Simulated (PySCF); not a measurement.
C4H10N2, SMILES C=C[C@@H](N)CN. Geometry: B3LYP-D3(BJ)/def2-SVP. One conformer was computed; it need not be the lowest.

Computed equilibrium geometry at B3LYP-D3(BJ)/def2-SVP (PySCF confirms it by a frequency run) as a Z-matrix (one conformer of several):
```
C
H 1 1.1042
N 1 1.4679 2 107.50
H 3 1.0203 1 109.70 2 62.82
H 3 1.0221 4 105.34 1 -117.28
C 1 1.5088 2 108.07 3 122.02
C 6 1.3360 1 125.46 2 -2.78
H 7 1.0936 6 121.94 1 -178.85
H 7 1.0956 8 116.85 6 179.94
H 6 1.0993 7 119.00 8 -0.46
C 1 1.5459 2 106.79 3 -116.90
H 11 1.1023 1 107.37 2 52.61
H 11 1.1030 12 107.10 1 116.30
N 11 1.4536 12 107.91 13 116.93
H 14 1.0188 11 111.40 12 57.95
H 14 1.0189 15 108.02 11 -123.64
```
